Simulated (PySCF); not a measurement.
r2SCAN on Nb⁻ (niobium, charge -1), [Kr] 4d4 5s2, high-spin 5D determinant. Computed with PySCF 2.14 in aug-cc-pVTZ-DK (9s8p6d3f2g, 102 functions), with the spin-free X2C one-electron Hamiltonian (Gaussian nucleus).

```
cycle= 1 E= -3819.26607108198  delta_E= -0.0169  |g|= 0.0445  |ddm|= 2.45
cycle= 2 E= -3819.26711211781  delta_E= -0.00104  |g|= 0.0132  |ddm|= 0.249
cycle= 3 E= -3819.2672060673  delta_E= -9.39e-05  |g|= 0.00784  |ddm|= 0.0924
cycle= 4 E= -3819.26725404583  delta_E= -4.8e-05  |g|= 0.00425  |ddm|= 0.0218
cycle= 5 E= -3819.26727538713  delta_E= -2.13e-05  |g|= 0.000707  |ddm|= 0.0334
cycle= 6 E= -3819.26727622233  delta_E= -8.35e-07  |g|= 0.000196  |ddm|= 0.00572
cycle= 7 E= -3819.26727630002  delta_E= -7.77e-08  |g|= 1.75e-05  |ddm|= 0.00119
cycle= 8 E= -3819.26727630193  delta_E= -1.91e-09  |g|= 4.39e-06  |ddm|= 0.00025
cycle= 9 E= -3819.26727630208  delta_E= -1.54e-10  |g|= 1.67e-06  |ddm|= 7.29e-05
converged SCF energy = -3819.26727630208  <S^2> = 6.1872245  2S+1 = 5.0743372
```

Highest occupied orbital energy: 1.026 eV; ⟨L²⟩ = 6.07; populations by l: s 9.99, p 18.00, d 14.01, f 0.00.

Question: Can this result be used?

Answer: With care. Self-consistency was reached. ⟨S²⟩ = 6.19 against 6.00 shows spin contamination. At r2SCAN the highest occupied level has a positive energy, so only the finite basis holds that electron; in a semilocal or global hybrid functional this comes from self-interaction and does not mean that the real anion is unbound.
